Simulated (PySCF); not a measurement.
C3H10InN, SMILES C(C)[N]([InH2])C.

Geometry optimised at PBE-D3(BJ)/def2-SVP. The def2 effective core potentials stand for the cores of In; spin–orbit coupling is left out. One conformer was computed; it need not be the lowest.

Calculation: PBE-D3(BJ)/def2-SVP in PySCF 2.14.0.

Frequencies are harmonic and unscaled.

```csv
mode,ν (cm⁻¹),IR (km/mol),moving atoms (share of kinetic energy)
1,63,0.4,"C 47 %, H 34 %, N 12 %"
2,156,4.0,"H 61 %, N 20 %, C 18 %"
3,176,0.9,"H 50 %, C 28 %, N 18 %"
4,207,0.5,"H 87 %, C 9 %"
5,239,1.6,"H 80 %, C 17 %"
6,257,1.1,"H 72 %, C 24 %"
7,290,8.1,"C 42 %, H 34 %, In 21 %"
8,379,34.7,"H 72 %, C 13 %, N 12 %"
9,406,24.3,"H 46 %, N 27 %, C 25 %"
10,463,40.3,H 95 %
11,522,116.1,"H 78 %, N 9 %, C 9 %"
12,553,13.5,"H 55 %, C 25 %, N 18 %"
13,774,2.6,"H 88 %, C 12 %"
14,875,12.5,"H 45 %, C 36 %, N 19 %"
15,1005,64.4,"C 48 %, H 36 %, N 16 %"
16,1044,3.3,"C 55 %, H 43 %"
17,1063,1.8,"H 67 %, C 32 %"
18,1091,1.4,"H 72 %, C 21 %"
19,1184,7.9,"H 46 %, C 33 %, N 21 %"
20,1205,68.8,"N 51 %, C 31 %, H 18 %"
21,1288,17.7,"H 79 %, N 11 %, C 10 %"
22,1317,12.5,"H 79 %, C 19 %"
23,1338,25.2,"H 75 %, C 24 %"
24,1385,24.9,"H 87 %, C 13 %"
25,1395,11.9,H 96 %
26,1401,6.5,H 94 %
27,1413,1.9,H 96 %
28,1428,2.9,H 93 %
29,1438,13.5,H 96 %
30,1745,50.0,H 100 %
31,1768,225.7,H 99 %
32,2879,54.8,H 94 %
33,2882,178.5,H 96 %
34,2931,40.7,"H 91 %, C 9 %"
35,2967,27.8,H 97 %
36,2990,12.0,"H 92 %, C 8 %"
37,3037,13.3,"H 91 %, C 9 %"
38,3058,26.8,"H 91 %, C 9 %"
39,3061,23.2,"H 91 %, C 9 %"
```
